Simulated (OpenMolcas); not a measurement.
## Bi2+: effect of the IPEA shift

```
Program             : OpenMolcas 26.06
Basis               : ANO-RCC-VTZP [8s7p5d3f2g]
Scalar Hamiltonian  : DKH2, point nucleus
Active space        : 3 electrons in 4 orbitals (6s 6p)
State averaging     : 2S+1 = 4 odd, 1 root; 2S+1 = 2 odd, 11 roots; 2S+1 = 4 even, 3 roots; 2S+1 = 2 even, 9 roots
Spin-orbit coupling : state interaction with AMFI integrals over the reference wave functions, term energies averaged over their components
```

Methods on the same reference wave functions:
A. CASSCF
B. MS-CASPT2, IPEA 0 Eh, imaginary shift 0.1 Eh (closed shells correlated: 5d)
C. MS-CASPT2, IPEA 0.25 Eh, imaginary shift 0.1 Eh (closed shells correlated: 5d)

Energies in eV above 6s² 6p ²P°_1/2, the measured ground level; measured values from Moore, Atomic Energy Levels, vol. III, NSRDS-NBS 35 (1971 reprint of NBS Circular 467, 1958).

```tsv
Level	A	B	C	Measured
6s² 6p ²P°_1/2	0.0000	0.0000	0.0000	0.0000
6s² 6p ²P°_3/2	2.2387	2.262	2.260	2.5774
6s 6p² ⁴P_1/2	7.8919	8.950	8.942	8.7104
6s 6p² ⁴P_3/2	9.0970	10.251	10.247	10.2954
6s 6p² ⁴P_5/2 [60 %]	10.1056	10.822	10.982	11.0639
6s 6p² ²D_3/2	12.8281	11.868	12.346	13.4629
6s 6p² ²D_5/2 [60 %]	13.4248	12.982	13.299	14.4335
6s 6p² ²P_1/2 [54 %]	14.1094	13.070	13.376	
6s 6p² ²S_1/2 [53 %]	16.2023	15.677	15.767	
6s 6p² ²P_3/2	16.7261	15.235	15.631	16.2377
6p³ ²D°_5/2	25.2329	23.632	24.253
```

Deviations, from unrounded energies. A percentage is the sum of absolute deviations over the sum of measured energies, with the sign that they share, or ± where signs differ.

```
                  Against measurement  Levels      A      B      C
       mean absolute deviation (cm-1)       7   6300   5600   4100
fine structure of the ground term (%)       1  -13.1  -12.3  -12.3
             other configurations (%)       6   ±6.9   ±6.2   ±4.3
```

C lies closest to measurement on these levels and A furthest from it. The largest miss of C in the table is 6s 6p² ²D_5/2 [60 %], by -9100 cm-1. The ranking rests on the paired levels alone, and a cruder setting can come out closer through cancelling errors.

Between B and C the level of the table that moves most is 6p³ ²D°_5/2, by 5000 cm-1 (lowest in B, highest in C). Moves below CASPT2's spread within the term are not significant.

The lowest spin-free term lies below A's lowest term by 0.437 hartree in B, 0.431 hartree in C.

CASPT2 breaks the degeneracy within a term, and the mean is taken; among the terms shown or strongly mixed into the levels shown the widest spread is 1500 cm-1 (6p³ ²D°, C). Over all roots computed the reference weight is 0.79 to 0.93 in B, 0.84 to 0.93 in C; the roots of lowest weight are the least certain, and an intruder state may touch them. Some levels mix across a computed gap that differs much from the measured one, so their mixing is not that of the real levels. Terms of s pⁿ other than that of highest spin mix with s² pⁿ⁻² d, which this space lacks; all of them can be thousands of cm-1 off, and some have no real level of that name. Spin-orbit splittings of 6p shells tend to come out small when the coupling is added on scalar orbitals. Computed and measured levels are paired by configuration, term and J; levels that our copy of the source lacks, or whose pairing is in doubt (as where it misses far off the trend of its configuration), stay unpaired and out of the deviations. Levels of configurations outside the active space are missing. Levels that lie high or do not pair safely by name in every column are left out.

A share in square brackets marks a mixed level and gives the weight of the term that names it, the lowest over the columns. ° marks odd parity.
